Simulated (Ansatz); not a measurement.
Ideal-gas functions of `O/C=C/BF` at 298.15 K and 1 bar, from an Ansatz frequency run at PBE0-D4/def2-TZVP.

Molar mass 73.86 g/mol, point group Cs (symmetry number 1), electronic degeneracy 1, moments of inertia 14.066, 250.393, 264.459 u Å². Harmonic wavenumbers (cm⁻¹, unscaled): 125, 184, 310, 424, 524, 585, 849, 903, 1020, 1069, 1112, 1144, 1188, 1334, 1373, 1432, 1679, 2591, 3142, 3196, 3812.

Use S(trans) = R[1.5 ln M + 2.5 ln T − 1.1517]; rotational temperatures θ = 24.2544 K / I; S(rot) = R[ln(√π/σ · √(T³/θAθBθC)) + 1.5]; for each mode x = 1.438777 ν̃/T, S = R[x/(eˣ − 1) − ln(1 − e⁻ˣ)] and H = RT x/(eˣ − 1); 1 cm⁻¹ = 0.0119627 kJ/mol; R = 8.31446 J/(mol·K).

Question: By hand: the entropy, in J/(mol·K).

Answer: Translation 162.5. Rotation: θ = 1.7243, 0.0969, 0.0917 K, giving 105.7. Vibration, mode by mode: 12.64, 9.57, 5.70, 3.68, 2.51, 1.99, 0.72, 0.58, 0.36, 0.30, 0.25, 0.22, 0.18, 0.10, 0.08, 0.07, 0.02, 0.00, 0.00, 0.00, 0.00, in all 39.0. Electronic 0.0. Sum 307.2 J/(mol·K).

Question: By hand: H − E and G − E in kJ/mol, counted from the electronic energy.

Answer: Zero-point energy ½ × 27996 × 0.0119627 = 167.5; thermal vibration 6.9; translation, rotation and pV give 4 RT = 9.9. H − E = 184.3 kJ/mol, and G − E = 184.3 − 298.15 × 307.2/1000 = 92.7 kJ/mol.

Vibration gives 13 % of the entropy, 12.6 J/(mol·K) of it from the mode under 150 cm⁻¹: soft modes count most, and the harmonic formula is weakest for them. The sum counts one conformer and one mirror image; others add a mixing term.
